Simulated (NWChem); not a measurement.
# CH6OSi; SMILES C[SiH2]O

```xyz
9

Si     0.4545     0.1178    -0.0155
C     -0.4281    -1.5344    -0.0354
O     -0.6003     1.4112    -0.0869
H      1.3213     0.2538    -1.2193
H      1.3055     0.1967     1.2175
H     -1.0753    -1.6610     0.8469
H      0.3047    -2.3577    -0.0323
H     -1.0529    -1.6368    -0.9361
H     -1.1576     1.5579     0.6820
```
Atoms are numbered in this order, from 1.

Results from NWChem. Pople sets run with spherical d functions. All runs use the structure optimised with PBE0/def2-SVP. Isolated, static molecule.

GIAO at B3LYP/6-31G*: principal shieldings of C2 are 176.2, 192.3, 195.9 ppm; an isolated tetramethylsilane molecule has σ = 189.5 ppm at the same levels.

Q: Find the isotropic 13C shift, its principal values, the span and the skew.

A: 
1. σ(iso) = one third of the sum = 188.1 ppm.
2. δ = σ(reference) − σ = 1.4 ppm against tetramethylsilane.
3. δ11, δ22, δ33 = 13.3, -2.8, -6.4 ppm.
4. Span Ω = δ11 − δ33 = 19.7 ppm; skew κ = 3(δ22 − δ(iso))/Ω = -0.63.
